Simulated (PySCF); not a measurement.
Potential energy curve for CH (cation, charge +1), singlet.

Levels: UHF/cc-pVTZ (PySCF); RHF/cc-pVTZ (PySCF); UKS-PBE0 = unrestricted PBE0/cc-pVTZ (PySCF); RKS-PBE0 = PySCF with restricted PBE0/cc-pVTZ; UKS-PBE = unrestricted PBE/cc-pVTZ in PySCF; RKS-PBE = PySCF 2.14.0 with restricted PBE/cc-pVTZ; UKS-B3LYP/6-31G* = unrestricted B3LYP/6-31G*, spherical d (PySCF); RKS-B3LYP/6-31G* = PySCF with restricted B3LYP/6-31G*, spherical d; UKS-B3LYP/LANL2DZ = unrestricted B3LYP/LANL2DZ (PySCF); RKS-B3LYP/LANL2DZ = PySCF 2.14.0 with restricted B3LYP/LANL2DZ; UKS-M06-2X/6-31G* = unrestricted M06-2X/6-31G*, spherical d (PySCF); RKS-M06-2X/6-31G* = restricted M06-2X/6-31G*, spherical d run with PySCF 2.14.0.

Scanned distances (Å): 0.85, 0.92, 0.97, 1.03, 1.07, 1.10, 1.14, 1.18, 1.20, 1.28, 1.35, 1.43, 1.55, 1.70, 1.89, 2.06, 2.32, 2.51, 2.82, 3.06, 3.44, 4.00, 4.52.

Where does the unrestricted solution first break spin symmetry (<S²> of 0.01 or more)?

UHF: already at 0.85 Å; UKS-PBE0: already at 0.85 Å; UKS-PBE: already at 0.85 Å; UKS-B3LYP/6-31G*: already at 0.85 Å; UKS-B3LYP/LANL2DZ: already at 0.85 Å; UKS-M06-2X/6-31G*: already at 0.85 Å.

```json
[
 {"R / Å": "0.85", "<S²> UHF": "0.55", "E(RHF) − E(UHF) / eV": "0.329", "<S²> UKS-PBE0": "0.41", "E(RKS-PBE0) − E(UKS-PBE0) / eV": "0.142", "<S²> UKS-PBE": "0.39", "E(RKS-PBE) − E(UKS-PBE) / eV": "0.120", "<S²> UKS-B3LYP/6-31G*": "0.33", "E(RKS-B3LYP/6-31G*) − E(UKS-B3LYP/6-31G*) / eV": "0.084", "<S²> UKS-B3LYP/LANL2DZ": "0.41", "E(RKS-B3LYP/LANL2DZ) − E(UKS-B3LYP/LANL2DZ) / eV": "0.141", "<S²> UKS-M06-2X/6-31G*": "0.20", "E(RKS-M06-2X/6-31G*) − E(UKS-M06-2X/6-31G*) / eV": "0.026"},
 {"R / Å": "0.92", "<S²> UHF": "0.54", "E(RHF) − E(UHF) / eV": "0.314", "<S²> UKS-PBE0": "0.40", "E(RKS-PBE0) − E(UKS-PBE0) / eV": "0.129", "<S²> UKS-PBE": "0.38", "E(RKS-PBE) − E(UKS-PBE) / eV": "0.106", "<S²> UKS-B3LYP/6-31G*": "0.31", "E(RKS-B3LYP/6-31G*) − E(UKS-B3LYP/6-31G*) / eV": "0.072", "<S²> UKS-B3LYP/LANL2DZ": "0.38", "E(RKS-B3LYP/LANL2DZ) − E(UKS-B3LYP/LANL2DZ) / eV": "0.118", "<S²> UKS-M06-2X/6-31G*": "0.16", "E(RKS-M06-2X/6-31G*) − E(UKS-M06-2X/6-31G*) / eV": "0.017"},
 {"R / Å": "0.97", "<S²> UHF": "0.54", "E(RHF) − E(UHF) / eV": "0.304", "<S²> UKS-PBE0": "0.39", "E(RKS-PBE0) − E(UKS-PBE0) / eV": "0.120", "<S²> UKS-PBE": "0.36", "E(RKS-PBE) − E(UKS-PBE) / eV": "0.097", "<S²> UKS-B3LYP/6-31G*": "0.30", "E(RKS-B3LYP/6-31G*) − E(UKS-B3LYP/6-31G*) / eV": "0.065", "<S²> UKS-B3LYP/LANL2DZ": "0.36", "E(RKS-B3LYP/LANL2DZ) − E(UKS-B3LYP/LANL2DZ) / eV": "0.103", "<S²> UKS-M06-2X/6-31G*": "0.15", "E(RKS-M06-2X/6-31G*) − E(UKS-M06-2X/6-31G*) / eV": "0.013"},
 {"R / Å": "1.03", "<S²> UHF": "0.53", "E(RHF) − E(UHF) / eV": "0.293", "<S²> UKS-PBE0": "0.38", "E(RKS-PBE0) − E(UKS-PBE0) / eV": "0.111", "<S²> UKS-PBE": "0.35", "E(RKS-PBE) − E(UKS-PBE) / eV": "0.088", "<S²> UKS-B3LYP/6-31G*": "0.28", "E(RKS-B3LYP/6-31G*) − E(UKS-B3LYP/6-31G*) / eV": "0.058", "<S²> UKS-B3LYP/LANL2DZ": "0.34", "E(RKS-B3LYP/LANL2DZ) − E(UKS-B3LYP/LANL2DZ) / eV": "0.089", "<S²> UKS-M06-2X/6-31G*": "0.13", "E(RKS-M06-2X/6-31G*) − E(UKS-M06-2X/6-31G*) / eV": "0.010"},
 {"R / Å": "1.07", "<S²> UHF": "0.53", "E(RHF) − E(UHF) / eV": "0.287", "<S²> UKS-PBE0": "0.37", "E(RKS-PBE0) − E(UKS-PBE0) / eV": "0.105", "<S²> UKS-PBE": "0.34", "E(RKS-PBE) − E(UKS-PBE) / eV": "0.082", "<S²> UKS-B3LYP/6-31G*": "0.27", "E(RKS-B3LYP/6-31G*) − E(UKS-B3LYP/6-31G*) / eV": "0.054", "<S²> UKS-B3LYP/LANL2DZ": "0.33", "E(RKS-B3LYP/LANL2DZ) − E(UKS-B3LYP/LANL2DZ) / eV": "0.080", "<S²> UKS-M06-2X/6-31G*": "0.12", "E(RKS-M06-2X/6-31G*) − E(UKS-M06-2X/6-31G*) / eV": "0.008"},
 {"R / Å": "1.10", "<S²> UHF": "0.53", "E(RHF) − E(UHF) / eV": "0.283", "<S²> UKS-PBE0": "0.37", "E(RKS-PBE0) − E(UKS-PBE0) / eV": "0.102", "<S²> UKS-PBE": "0.34", "E(RKS-PBE) − E(UKS-PBE) / eV": "0.078", "<S²> UKS-B3LYP/6-31G*": "0.27", "E(RKS-B3LYP/6-31G*) − E(UKS-B3LYP/6-31G*) / eV": "0.052", "<S²> UKS-B3LYP/LANL2DZ": "0.32", "E(RKS-B3LYP/LANL2DZ) − E(UKS-B3LYP/LANL2DZ) / eV": "0.074", "<S²> UKS-M06-2X/6-31G*": "0.11", "E(RKS-M06-2X/6-31G*) − E(UKS-M06-2X/6-31G*) / eV": "0.007"},
 {"R / Å": "1.14", "<S²> UHF": "0.53", "E(RHF) − E(UHF) / eV": "0.278", "<S²> UKS-PBE0": "0.36", "E(RKS-PBE0) − E(UKS-PBE0) / eV": "0.097", "<S²> UKS-PBE": "0.33", "E(RKS-PBE) − E(UKS-PBE) / eV": "0.074", "<S²> UKS-B3LYP/6-31G*": "0.26", "E(RKS-B3LYP/6-31G*) − E(UKS-B3LYP/6-31G*) / eV": "0.049", "<S²> UKS-B3LYP/LANL2DZ": "0.31", "E(RKS-B3LYP/LANL2DZ) − E(UKS-B3LYP/LANL2DZ) / eV": "0.068", "<S²> UKS-M06-2X/6-31G*": "0.10", "E(RKS-M06-2X/6-31G*) − E(UKS-M06-2X/6-31G*) / eV": "0.006"},
 {"R / Å": "1.18", "<S²> UHF": "0.53", "E(RHF) − E(UHF) / eV": "0.273", "<S²> UKS-PBE0": "0.36", "E(RKS-PBE0) − E(UKS-PBE0) / eV": "0.093", "<S²> UKS-PBE": "0.32", "E(RKS-PBE) − E(UKS-PBE) / eV": "0.070", "<S²> UKS-B3LYP/6-31G*": "0.26", "E(RKS-B3LYP/6-31G*) − E(UKS-B3LYP/6-31G*) / eV": "0.046", "<S²> UKS-B3LYP/LANL2DZ": "0.30", "E(RKS-B3LYP/LANL2DZ) − E(UKS-B3LYP/LANL2DZ) / eV": "0.062", "<S²> UKS-M06-2X/6-31G*": "0.09", "E(RKS-M06-2X/6-31G*) − E(UKS-M06-2X/6-31G*) / eV": "0.004"},
 {"R / Å": "1.20", "<S²> UHF": "0.53", "E(RHF) − E(UHF) / eV": "0.271", "<S²> UKS-PBE0": "0.36", "E(RKS-PBE0) − E(UKS-PBE0) / eV": "0.092", "<S²> UKS-PBE": "0.32", "E(RKS-PBE) − E(UKS-PBE) / eV": "0.069", "<S²> UKS-B3LYP/6-31G*": "0.26", "E(RKS-B3LYP/6-31G*) − E(UKS-B3LYP/6-31G*) / eV": "0.045", "<S²> UKS-B3LYP/LANL2DZ": "0.29", "E(RKS-B3LYP/LANL2DZ) − E(UKS-B3LYP/LANL2DZ) / eV": "0.059", "<S²> UKS-M06-2X/6-31G*": "0.08", "E(RKS-M06-2X/6-31G*) − E(UKS-M06-2X/6-31G*) / eV": "0.003"},
 {"R / Å": "1.28", "<S²> UHF": "0.53", "E(RHF) − E(UHF) / eV": "0.266", "<S²> UKS-PBE0": "0.36", "E(RKS-PBE0) − E(UKS-PBE0) / eV": "0.087", "<S²> UKS-PBE": "0.32", "E(RKS-PBE) − E(UKS-PBE) / eV": "0.065", "<S²> UKS-B3LYP/6-31G*": "0.25", "E(RKS-B3LYP/6-31G*) − E(UKS-B3LYP/6-31G*) / eV": "0.043", "<S²> UKS-B3LYP/LANL2DZ": "0.28", "E(RKS-B3LYP/LANL2DZ) − E(UKS-B3LYP/LANL2DZ) / eV": "0.051", "<S²> UKS-M06-2X/6-31G*": "0.05", "E(RKS-M06-2X/6-31G*) − E(UKS-M06-2X/6-31G*) / eV": "0.001"},
 {"R / Å": "1.35", "<S²> UHF": "0.53", "E(RHF) − E(UHF) / eV": "0.264", "<S²> UKS-PBE0": "0.36", "E(RKS-PBE0) − E(UKS-PBE0) / eV": "0.086", "<S²> UKS-PBE": "0.32", "E(RKS-PBE) − E(UKS-PBE) / eV": "0.064", "<S²> UKS-B3LYP/6-31G*": "0.26", "E(RKS-B3LYP/6-31G*) − E(UKS-B3LYP/6-31G*) / eV": "0.042", "<S²> UKS-B3LYP/LANL2DZ": "0.27", "E(RKS-B3LYP/LANL2DZ) − E(UKS-B3LYP/LANL2DZ) / eV": "0.047", "<S²> UKS-M06-2X/6-31G*": "0.02", "E(RKS-M06-2X/6-31G*) − E(UKS-M06-2X/6-31G*) / eV": "0.000"},
 {"R / Å": "1.43", "<S²> UHF": "0.54", "E(RHF) − E(UHF) / eV": "0.264", "<S²> UKS-PBE0": "0.36", "E(RKS-PBE0) − E(UKS-PBE0) / eV": "0.087", "<S²> UKS-PBE": "0.32", "E(RKS-PBE) − E(UKS-PBE) / eV": "0.065", "<S²> UKS-B3LYP/6-31G*": "0.27", "E(RKS-B3LYP/6-31G*) − E(UKS-B3LYP/6-31G*) / eV": "0.044", "<S²> UKS-B3LYP/LANL2DZ": "0.27", "E(RKS-B3LYP/LANL2DZ) − E(UKS-B3LYP/LANL2DZ) / eV": "0.045", "<S²> UKS-M06-2X/6-31G*": "0.00", "E(RKS-M06-2X/6-31G*) − E(UKS-M06-2X/6-31G*) / eV": "0.000"},
 {"R / Å": "1.55", "<S²> UHF": "0.56", "E(RHF) − E(UHF) / eV": "0.272", "<S²> UKS-PBE0": "0.39", "E(RKS-PBE0) − E(UKS-PBE0) / eV": "0.096", "<S²> UKS-PBE": "0.35", "E(RKS-PBE) − E(UKS-PBE) / eV": "0.075", "<S²> UKS-B3LYP/6-31G*": "0.29", "E(RKS-B3LYP/6-31G*) − E(UKS-B3LYP/6-31G*) / eV": "0.052", "<S²> UKS-B3LYP/LANL2DZ": "0.28", "E(RKS-B3LYP/LANL2DZ) − E(UKS-B3LYP/LANL2DZ) / eV": "0.047", "<S²> UKS-M06-2X/6-31G*": "0.01", "E(RKS-M06-2X/6-31G*) − E(UKS-M06-2X/6-31G*) / eV": "0.000"},
 {"R / Å": "1.70", "<S²> UHF": "0.71", "E(RHF) − E(UHF) / eV": "0.328", "<S²> UKS-PBE0": "0.43", "E(RKS-PBE0) − E(UKS-PBE0) / eV": "0.119", "<S²> UKS-PBE": "0.40", "E(RKS-PBE) − E(UKS-PBE) / eV": "0.099", "<S²> UKS-B3LYP/6-31G*": "0.34", "E(RKS-B3LYP/6-31G*) − E(UKS-B3LYP/6-31G*) / eV": "0.071", "<S²> UKS-B3LYP/LANL2DZ": "0.32", "E(RKS-B3LYP/LANL2DZ) − E(UKS-B3LYP/LANL2DZ) / eV": "0.059", "<S²> UKS-M06-2X/6-31G*": "0.08", "E(RKS-M06-2X/6-31G*) − E(UKS-M06-2X/6-31G*) / eV": "0.002"},
 {"R / Å": "1.89", "<S²> UHF": "1.00", "E(RHF) − E(UHF) / eV": "0.735", "<S²> UKS-PBE0": "0.50", "E(RKS-PBE0) − E(UKS-PBE0) / eV": "0.166", "<S²> UKS-PBE": "0.48", "E(RKS-PBE) − E(UKS-PBE) / eV": "0.149", "<S²> UKS-B3LYP/6-31G*": "0.43", "E(RKS-B3LYP/6-31G*) − E(UKS-B3LYP/6-31G*) / eV": "0.112", "<S²> UKS-B3LYP/LANL2DZ": "0.41", "E(RKS-B3LYP/LANL2DZ) − E(UKS-B3LYP/LANL2DZ) / eV": "0.092", "<S²> UKS-M06-2X/6-31G*": "0.20", "E(RKS-M06-2X/6-31G*) − E(UKS-M06-2X/6-31G*) / eV": "0.015"},
 {"R / Å": "2.06", "<S²> UHF": "1.06", "E(RHF) − E(UHF) / eV": "1.236", "<S²> UKS-PBE0": "0.77", "E(RKS-PBE0) − E(UKS-PBE0) / eV": "0.297", "<S²> UKS-PBE": "0.55", "E(RKS-PBE) − E(UKS-PBE) / eV": "0.207", "<S²> UKS-B3LYP/6-31G*": "0.66", "E(RKS-B3LYP/6-31G*) − E(UKS-B3LYP/6-31G*) / eV": "0.218", "<S²> UKS-B3LYP/LANL2DZ": "0.64", "E(RKS-B3LYP/LANL2DZ) − E(UKS-B3LYP/LANL2DZ) / eV": "0.193", "<S²> UKS-M06-2X/6-31G*": "0.56", "E(RKS-M06-2X/6-31G*) − E(UKS-M06-2X/6-31G*) / eV": "0.129"},
 {"R / Å": "2.32", "<S²> UHF": "1.03", "E(RHF) − E(UHF) / eV": "1.937", "<S²> UKS-PBE0": "1.01", "E(RKS-PBE0) − E(UKS-PBE0) / eV": "0.694", "<S²> UKS-PBE": "0.95", "E(RKS-PBE) − E(UKS-PBE) / eV": "0.450", "<S²> UKS-B3LYP/6-31G*": "0.92", "E(RKS-B3LYP/6-31G*) − E(UKS-B3LYP/6-31G*) / eV": "0.532", "<S²> UKS-B3LYP/LANL2DZ": "0.91", "E(RKS-B3LYP/LANL2DZ) − E(UKS-B3LYP/LANL2DZ) / eV": "0.495", "<S²> UKS-M06-2X/6-31G*": "0.93", "E(RKS-M06-2X/6-31G*) − E(UKS-M06-2X/6-31G*) / eV": "0.521"},
 {"R / Å": "2.51", "<S²> UHF": "1.02", "E(RHF) − E(UHF) / eV": "2.382", "<S²> UKS-PBE0": "1.01", "E(RKS-PBE0) − E(UKS-PBE0) / eV": "0.967", "<S²> UKS-PBE": "1.01", "E(RKS-PBE) − E(UKS-PBE) / eV": "0.689", "<S²> UKS-B3LYP/6-31G*": "1.01", "E(RKS-B3LYP/6-31G*) − E(UKS-B3LYP/6-31G*) / eV": "0.789", "<S²> UKS-B3LYP/LANL2DZ": "1.00", "E(RKS-B3LYP/LANL2DZ) − E(UKS-B3LYP/LANL2DZ) / eV": "0.742", "<S²> UKS-M06-2X/6-31G*": "1.01", "E(RKS-M06-2X/6-31G*) − E(UKS-M06-2X/6-31G*) / eV": "0.832"},
 {"R / Å": "2.82", "<S²> UHF": "1.01", "E(RHF) − E(UHF) / eV": "2.979", "<S²> UKS-PBE0": "1.01", "E(RKS-PBE0) − E(UKS-PBE0) / eV": "1.308", "<S²> UKS-PBE": "1.00", "E(RKS-PBE) − E(UKS-PBE) / eV": "0.987", "<S²> UKS-B3LYP/6-31G*": "1.00", "E(RKS-B3LYP/6-31G*) − E(UKS-B3LYP/6-31G*) / eV": "1.121", "<S²> UKS-B3LYP/LANL2DZ": "1.00", "E(RKS-B3LYP/LANL2DZ) − E(UKS-B3LYP/LANL2DZ) / eV": "1.062", "<S²> UKS-M06-2X/6-31G*": "1.00", "E(RKS-M06-2X/6-31G*) − E(UKS-M06-2X/6-31G*) / eV": "1.240"},
 {"R / Å": "3.06", "<S²> UHF": "1.01", "E(RHF) − E(UHF) / eV": "3.340", "<S²> UKS-PBE0": "1.00", "E(RKS-PBE0) − E(UKS-PBE0) / eV": "1.499", "<S²> UKS-PBE": "1.00", "E(RKS-PBE) − E(UKS-PBE) / eV": "—", "<S²> UKS-B3LYP/6-31G*": "1.00", "E(RKS-B3LYP/6-31G*) − E(UKS-B3LYP/6-31G*) / eV": "1.306", "<S²> UKS-B3LYP/LANL2DZ": "1.00", "E(RKS-B3LYP/LANL2DZ) − E(UKS-B3LYP/LANL2DZ) / eV": "1.239", "<S²> UKS-M06-2X/6-31G*": "1.00", "E(RKS-M06-2X/6-31G*) − E(UKS-M06-2X/6-31G*) / eV": "1.477"},
 {"R / Å": "3.44", "<S²> UHF": "1.01", "E(RHF) − E(UHF) / eV": "3.762", "<S²> UKS-PBE0": "1.00", "E(RKS-PBE0) − E(UKS-PBE0) / eV": "1.708", "<S²> UKS-PBE": "1.00", "E(RKS-PBE) − E(UKS-PBE) / eV": "—", "<S²> UKS-B3LYP/6-31G*": "1.00", "E(RKS-B3LYP/6-31G*) − E(UKS-B3LYP/6-31G*) / eV": "1.508", "<S²> UKS-B3LYP/LANL2DZ": "1.00", "E(RKS-B3LYP/LANL2DZ) − E(UKS-B3LYP/LANL2DZ) / eV": "1.432", "<S²> UKS-M06-2X/6-31G*": "1.00", "E(RKS-M06-2X/6-31G*) − E(UKS-M06-2X/6-31G*) / eV": "1.736"},
 {"R / Å": "4.00", "<S²> UHF": "1.01", "E(RHF) − E(UHF) / eV": "4.145", "<S²> UKS-PBE0": "1.00", "E(RKS-PBE0) − E(UKS-PBE0) / eV": "1.880", "<S²> UKS-PBE": "1.00", "E(RKS-PBE) − E(UKS-PBE) / eV": "—", "<S²> UKS-B3LYP/6-31G*": "1.00", "E(RKS-B3LYP/6-31G*) − E(UKS-B3LYP/6-31G*) / eV": "1.672", "<S²> UKS-B3LYP/LANL2DZ": "1.00", "E(RKS-B3LYP/LANL2DZ) − E(UKS-B3LYP/LANL2DZ) / eV": "1.591", "<S²> UKS-M06-2X/6-31G*": "1.00", "E(RKS-M06-2X/6-31G*) − E(UKS-M06-2X/6-31G*) / eV": "1.954"},
 {"R / Å": "4.52", "<S²> UHF": "1.01", "E(RHF) − E(UHF) / eV": "4.339", "<S²> UKS-PBE0": "1.00", "E(RKS-PBE0) − E(UKS-PBE0) / eV": "1.960", "<S²> UKS-PBE": "1.00", "E(RKS-PBE) − E(UKS-PBE) / eV": "—", "<S²> UKS-B3LYP/6-31G*": "1.00", "E(RKS-B3LYP/6-31G*) − E(UKS-B3LYP/6-31G*) / eV": "1.745", "<S²> UKS-B3LYP/LANL2DZ": "1.00", "E(RKS-B3LYP/LANL2DZ) − E(UKS-B3LYP/LANL2DZ) / eV": "1.662", "<S²> UKS-M06-2X/6-31G*": "1.00", "E(RKS-M06-2X/6-31G*) − E(UKS-M06-2X/6-31G*) / eV": "2.058"}
]
```

Dashes: no converged value, or the column stops at the first point that the program doubted or that broke a chosen test of continuity, which isn't proof of a fault.
